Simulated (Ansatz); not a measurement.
`CO[Si](C)(N)F` from Hartree–Fock to CCSD(T)

Z-matrix (Å, degrees):
```
C
O 1 1.407
H 1 1.092 2 108.3
H 1 1.096 2 111.1 3 118.8
H 1 1.095 2 111.7 3 -119.8
Si 2 1.631 1 124.6 3 162.9
N 6 1.702 2 109.1 1 -56.6
C 6 1.849 2 114.4 1 66.6
F 6 1.598 2 102.6 1 -176.9
H 7 1.007 6 120.8 2 -51.6
H 7 1.006 6 120.7 2 161.0
H 8 1.093 6 111.3 2 179.2
H 8 1.092 6 110.2 2 59.9
H 8 1.092 6 111.3 2 -60.3
```

Total charge 0; spin multiplicity 1. The structure was optimised at the PBE0-D4/def2-TZVP level. It is one conformer, not always the lowest. Frozen core, restricted reference, Ansatz 0.2.0. CBS rows extrapolate triple and quadruple zeta; past MP2 they add the triple-zeta difference.

```csv
basis,HF (Eh),MP2 corr.
def2-TZVPP,-598.39624,-1.16862
def2-QZVPP,-598.42109,-1.26005
```

Estimate the CCSD correlation energy and the (T) correction in each basis where they were run (hartree).


```json
{"basis": "def2-TZVPP", "CCSD corr.": "-1.20976", "(T)": "-0.04232"}
{"basis": "CBS(def2)", "CCSD corr.": "-1.36892", "(T)": "as TZ"}
```
